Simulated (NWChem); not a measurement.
System: C₂H₇N₂, doublet; SMILES N[CH]CN

The following NWChem deck was run.

```
start job
memory heap 200 mb stack 700 mb global 900 mb
geometry units angstroms noautoz
  N     -0.542677    -1.452020    -0.081327
  C      0.544721    -0.713059     0.358123
  C      0.646436     0.674156    -0.175138
  N     -0.629813     1.362632    -0.016634
  H     -1.359198    -0.858290    -0.219021
  H     -0.756500    -2.287192     0.452125
  H      1.456578    -1.267198     0.600393
  H      1.510632     1.180856     0.301239
  H      0.866102     0.663383    -1.266053
  H     -0.783521     1.589147     0.964794
  H     -0.638395     2.239726    -0.531674
end
basis spherical
  * library def2-svp
end
dft
  odft
  mult 2
  xc becke88 lyp
  iterations 150
  grid coarse
end
task dft gradient
```

NWChem printed, in part:

```
             Northwest Computational Chemistry Package (NWChem) 7.3.0
             --------------------------------------------------------

 C1  symmetry detected

                             Geometry "geometry" -> ""
                             -------------------------

 Output coordinates in angstroms (scale by  1.889725989 to convert to a.u.)

  No.       Tag          Charge          X              Y              Z
 ---- ---------------- ---------- -------------- -------------- --------------
    1 N                    7.0000    -0.52664800    -1.45693353    -0.15586680
    2 C                    6.0000     0.59012729    -0.74252438     0.24915986
    3 C                    6.0000     0.65418333     0.67539555    -0.20303322
    4 N                    7.0000    -0.60682307     1.34797897     0.08924856
    5 H                    1.0000    -1.35052934    -0.85887285    -0.19739326
    6 H                    1.0000    -0.70210019    -2.32430204     0.33879671
    7 H                    1.0000     1.51665985    -1.30718452     0.39038423
    8 H                    1.0000     1.55082576     1.15487275     0.24041759
    9 H                    1.0000     0.79467968     0.73295738    -1.30549054
   10 H                    1.0000    -0.68926143     1.51276436     1.09133928
   11 H                    1.0000    -0.65184062     2.25521984    -0.36848626

 Effective nuclear repulsion energy (a.u.)     127.2589560017

                                 NWChem DFT Module
                                 -----------------

 Summary of "ao basis" -> "ao basis" (spherical)
 ------------------------------------------------------------------------------
       Tag                 Description            Shells   Functions and Types
 ---------------- ------------------------------  ------  ---------------------
 N                          def2-svp                 6       14   3s2p1d
 C                          def2-svp                 6       14   3s2p1d
 H                          def2-svp                 3        5   2s1p

            General Information
            -------------------
          SCF calculation type: DFT
          Wavefunction type:  spin polarized.
          No. of atoms     :    11
          No. of electrons :    33
           Alpha electrons :    17
            Beta electrons :    16
          Charge           :     0
          Spin multiplicity:     2
          Use of symmetry is: off; symmetry adaption is: off
          Maximum number of iterations: 150
          AO basis - number of functions:    91
                     number of shells:    45
          Convergence on energy requested:  1.00D-06
          Convergence on density requested:  1.00D-05
          Convergence on gradient requested:  5.00D-04

              XC Information
              --------------
                    Becke 1988 Exchange Functional  1.000
              Lee-Yang-Parr Correlation Functional  1.000

             Grid Information
             ----------------
          Grid used for XC integration:  coarse
          Radial quadrature: Mura-Knowles
          Angular quadrature: Lebedev.
          Tag              B.-S. Rad. Rad. Pts. Rad. Cut. Ang. Pts.
          ---              ---------- --------- --------- ---------
          N                   0.65       35          10.0       302
          C                   0.70       35           9.0       302
          H                   0.35       35          11.0       302
          Grid pruning is: on
          Number of quadrature shells:   385
          Spatial weights used:  Erf1

      Superposition of Atomic Density Guess
      -------------------------------------

 Sum of atomic energies:        -187.23293729

      Non-variational initial energy
      ------------------------------

 Total energy =    -189.717314
 1-e energy   =    -503.411182
 2-e energy   =     186.434912
 HOMO         =      -0.079474
 LUMO         =       0.092688

   convergence    iter        energy       DeltaE   RMS-Dens  Diis-err
 ---------------- ----- ----------------- --------- --------- ---------
 d= 0,ls=0.0,diis     1   -189.5781617420 -3.17D+02  5.91D-03  1.14D-01
                                                     5.73D-03  1.13D-01
 d= 0,ls=0.0,diis     2   -189.6017003891 -2.35D-02  2.99D-03  7.18D-02
                                                     3.12D-03  7.17D-02
 d= 0,ls=0.0,diis     3   -189.6184465296 -1.67D-02  1.32D-03  3.51D-02
                                                     1.33D-03  3.49D-02
 d= 0,ls=0.0,diis     4   -189.6333696868 -1.49D-02  2.73D-04  7.71D-04
                                                     2.73D-04  8.21D-04
 d= 0,ls=0.0,diis     5   -189.6336404478 -2.71D-04  1.13D-04  2.21D-04
                                                     1.12D-04  2.02D-04
  Resetting Diis
 d= 0,ls=0.0,diis     6   -189.6337333877 -9.29D-05  4.20D-05  5.29D-06
                                                     2.53D-05  4.56D-06
 d= 0,ls=0.0,diis     7   -189.6337352313 -1.84D-06  3.64D-05  1.42D-06
                                                     2.54D-05  1.79D-06
 d= 0,ls=0.0,diis     8   -189.6337338722  1.36D-06  2.34D-05  4.73D-06
                                                     1.53D-05  4.28D-06
 d= 0,ls=0.0,diis     9   -189.6337360364 -2.16D-06  2.27D-06  6.43D-08
                                                     1.79D-06  4.32D-08
 d= 0,ls=0.0,diis    10   -189.6337360581 -2.17D-08  8.14D-07  3.97D-09
                                                     1.09D-06  9.37D-09

         Total DFT energy =     -189.633736058075
      One electron energy =     -507.768923361142
           Coulomb energy =      218.066079848976
    Exchange-Corr. energy =      -27.189848547652
 Nuclear repulsion energy =      127.258956001744

 Numeric. integr. density =       32.999958552165

                    DFT Final Alpha Molecular Orbital Analysis
                    ------------------------------------------

 Vector   15  Occ=1.000000D+00  E=-2.612163D-01
              MO Center= -1.4D-01, -9.6D-01, -1.8D-01, r^2= 2.0D+00
   Bfn.  Coefficient  Atom+Function         Bfn.  Coefficient  Atom+Function
  ----- ------------  ---------------      ----- ------------  ---------------
     6      0.433549   1 N  pz                9     -0.300822   1 N  pz
    20     -0.257127   2 C  pz               77     -0.178131   9 H  s
     3      0.175078   1 N  s                34      0.166813   3 C  pz
    23     -0.162544   2 C  pz                5      0.132709   1 N  py
     2      0.127004   1 N  s                17     -0.103252   2 C  s

 Vector   16  Occ=1.000000D+00  E=-1.844242D-01
              MO Center= -4.7D-01,  1.1D+00,  2.9D-02, r^2= 1.6D+00
   Bfn.  Coefficient  Atom+Function         Bfn.  Coefficient  Atom+Function
  ----- ------------  ---------------      ----- ------------  ---------------
    46      0.393756   4 N  px               49     -0.311826   4 N  px
    47      0.307229   4 N  py               45      0.293042   4 N  s
    50     -0.226386   4 N  py               72      0.211909   8 H  s
    17     -0.175491   2 C  s                48      0.174301   4 N  pz
    73      0.169844   8 H  s                44      0.159562   4 N  s

 Vector   17  Occ=1.000000D+00  E=-8.478688D-02
              MO Center=  2.6D-01, -7.9D-01,  1.2D-01, r^2= 2.1D+00
   Bfn.  Coefficient  Atom+Function         Bfn.  Coefficient  Atom+Function
  ----- ------------  ---------------      ----- ------------  ---------------
    20      0.496761   2 C  pz               23      0.458252   2 C  pz
     9     -0.343542   1 N  pz                6      0.337403   1 N  pz
    78      0.267161   9 H  s                45     -0.248128   4 N  s
    17      0.228518   2 C  s                 3      0.152200   1 N  s
    77      0.145009   9 H  s                18     -0.114079   2 C  px

 Vector   18  Occ=0.000000D+00  E= 3.487210D-02
              MO Center= -2.9D-01,  6.7D-01,  2.3D-01, r^2= 7.3D+00
   Bfn.  Coefficient  Atom+Function         Bfn.  Coefficient  Atom+Function
  ----- ------------  ---------------      ----- ------------  ---------------
    45      0.946049   4 N  s                31      0.906006   3 C  s
    88     -0.747199  11 H  s                 3      0.728881   1 N  s
    83     -0.643845  10 H  s                63     -0.640267   6 H  s
    73     -0.617853   8 H  s                78     -0.401488   9 H  s
    58     -0.353202   5 H  s                68     -0.340447   7 H  s

[...]

                         DFT ENERGY GRADIENTS

    atom               coordinates                        gradient
                 x          y          z           x          y          z
   1 N      -0.995220  -2.753205  -0.294546    0.001957   0.005044   0.006593
   2 C       1.115179  -1.403168   0.470844   -0.006359  -0.001574  -0.005253
   3 C       1.236227   1.276313  -0.383677   -0.007100   0.002007   0.000024
   4 N      -1.146729   2.547311   0.168655    0.010896   0.002060   0.002651
   5 H      -2.552130  -1.623034  -0.373019    0.007356  -0.004402   0.000606
   6 H      -1.326777  -4.392294   0.640233    0.002006   0.008116  -0.003798
   7 H       2.866072  -2.470221   0.737719   -0.004362   0.002763  -0.000999
   8 H       2.930636   2.182393   0.454323   -0.005537  -0.002299  -0.001782
   9 H       1.501727   1.385089  -2.467019   -0.000624  -0.001566   0.006846
  10 H      -1.302515   2.858710   2.062332    0.000957  -0.001748  -0.008899
  11 H      -1.231800   4.261748  -0.696338    0.000809  -0.008401   0.004011
```

Level: BLYP/def2-SVP, spin-unrestricted. Geometry: optimised at PBE0/def2-SVP, spin-unrestricted. No stability test was run on the SCF state.
